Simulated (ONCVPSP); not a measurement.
Before and after: ONCV potential for Ne

- Element: neon (Ne)
- Generator: ONCVPSP 4.0.1
- Type: optimised norm-conserving Vanderbilt (ONCV)
- Functional: PBE
- Relativity: scalar-relativistic
- Frozen core: [He]
- Valence charge: 8
- Reference configuration: 2s2 2p5 (charge +1)
- Partial waves: 2s: rc 0.75 bohr, ncon 5, nbas 8, qcut 8.6 1/bohr, 1 projector; 2p: rc 1.10 bohr, ncon 5, nbas 10, qcut 10.8 1/bohr, 2 projectors, debl 1.4 Ha; d scattering state at 0.41 Ha: rc 1.05 bohr, ncon 3, nbas 7, qcut 10.1 1/bohr, 2 projectors, debl 2.6 Ha
- Local potential: polynomial inside 0.55 bohr (lpopt 3, dvloc0 1 Ha)
- Core correction: Teter function, fcfact 5.25, rcfact 1.4

Change: s: qcut 9.7; p: qcut 12.2; d: qcut 11.4.

Cutoffs: the cutoffs (Ha) at which the residual kinetic energy of the hardest occupied pseudo-wave falls to 1 and 0.1 mHa per electron; they do not see the model core or the augmentation charge, which bear on the density cutoff. Errors are all-electron minus pseudo energies relative to the spin-unpolarised reference configuration.

Question: How do hardness, ghosts and transferability respond?

Answer: The potential gets softer (233 Ha and 288 Ha → 206 Ha and 276 Ha); of the 4 tests that both files solve, the error grows in 0 and shrinks in 3 by more than 15 % and 0.3 meV (median size 42.6 → 34.6 meV); neither file shows a bound ghost.

```tsv
quantity	base	changed
cutoff, loose	233 Ha	206 Ha
cutoff, tight	288 Ha	276 Ha
loose cutoff by channel	s 233 Ha, p 52 Ha	s 206 Ha, p 59 Ha
bound ghosts	none	none
GHOST(+) flags under 300 eV	none	none
error for 2s2 2p6, meV [ΔE -22.48 eV]	+19	+15
error for 2s2 2p4, meV [ΔE 43.27 eV]	+53	+41
error for 2s2 2p3, meV [ΔE 110.70 eV]	+346	+270
error for 2s1 2p6, meV [ΔE 23.41 eV]	+32	+28
s: phases at 0.76 bohr within 0.05 rad from the reference energy up to (Ha; the scan ends near 5)	to the end of the scan	to the end of the scan
p: phases at 1.12 bohr within 0.05 rad from the reference energy up to (Ha; the scan ends near 5)	to the end of the scan	to the end of the scan
d: phases at 1.06 bohr within 0.05 rad from the reference energy up to (Ha; the scan ends near 5)	to the end of the scan	to the end of the scan
rms error of d²Exc/dni dnj with the model core, mHa	2.23	2.12
```
